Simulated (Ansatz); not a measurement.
Worked example: the barrier

An elementary step of Si₂H₅ClO, closed shell (SiH₄O ([OH][SiH3]) + SiHCl ([SiH][Cl]) → Si₂H₅ClO ([SiH3][O][SiH2][Cl]); bonds formed: Si1–H3; dative contacts that become bonds: Si1–O4; bonds broken: H3–O4). “Start” is the structure reached by relaxing down from the saddle towards the reactants; PBE0-D4/def2-TZVP structures. The saddle:

Si1  (-0.018, -1.788, 0.583)
Cl2  (1.181, -0.962, 2.068)
H3  (0.184, -1.316, -0.983)
O4  (-0.422, -0.354, -0.516)
Si5  (0.011, 1.270, -0.594)
H6  (-1.306, -2.003, 1.315)
H7  (1.488, 1.388, -0.611)
H8  (-0.560, 1.954, 0.588)
H9  (-0.559, 1.809, -1.851)
(Å)

Ansatz 0.2.0; basis: def2-TZVPP and def2-QZVPP; cores frozen in the correlated methods.

Energies in eV:

| quantity | saddle | start |
| --- | --- | --- |
| Hartree–Fock, triple zeta (X = 3) | -30346.02653 | -30347.55366 |
| Hartree–Fock, quadruple zeta (X = 4) | -30346.98809 | -30348.50187 |
| MP2 correlation, X = 3 | -19.02581 | -18.45438 |
| MP2 correlation, X = 4 | -20.61516 | -20.04666 |
| CCSD(T) correlation, X = 3 | -21.15404 | -20.67901 |

(1) Work out the barrier at the basis limit: extrapolate Hartree–Fock as E(X) = E∞ + A exp(−7.88 √X) and the MP2 correlation as E(X) = E∞ + B X^−2.97 (the exponents that Neese and Valeev fitted for def2-TZVPP and QZVPP), then add CCSD(T) − MP2 in triple zeta.

The T1 diagnostic stays at or below 0.014. The restricted Hartree–Fock reference is unstable towards an unrestricted one at one or more of these structures.

Results:

(1) Each step is linear, so take the differences first (saddle − start): Hartree–Fock 1.52713 (X = 3) and 1.51378 (X = 4); MP2 correlation -0.57143 and -0.56850; CCSD(T) correlation -0.47503.
Two points give E∞ = E(4) + w [E(4) − E(3)], with w = 1/(exp(7.88 (2 − √3)) − 1) = 0.1377 for Hartree–Fock and w = 1/((4/3)^2.97 − 1) = 0.7407 for the correlation.
Hartree–Fock: 1.51378 + 0.1377 × (-0.01335) = 1.5119 eV.
MP2 correlation: -0.56850 + 0.7407 × 0.00293 = -0.5663 eV.
CCSD(T) − MP2: -0.47503 − (-0.57143) = 0.0964 eV.
Sum: 1.5119 + (-0.5663) + 0.0964 = 1.0420 eV, or 24.03 kcal/mol. Plain CCSD(T) in triple zeta gives 1.0521 eV, so the larger basis shifts the result by -0.0101 eV.

Losses and insertions of silylenes and their heavier kin drive the gas-phase chemistry of silicon and germanium vapour deposition.

Labels in which every atom is bracketed show which atoms are joined, not bond orders.

For scale, one of the runs: CCSD(T)/def2-TZVPP, 227 basis functions, launched by `ansatz run in.yaml --threads 4 --pin off --events-out ev --progress --plain --max-ram 9574MiB`. Hardware: 4 CPU threads of an AMD EPYC 9R45, shared host. Wall time 21 s; peak host memory 3.5 GiB.
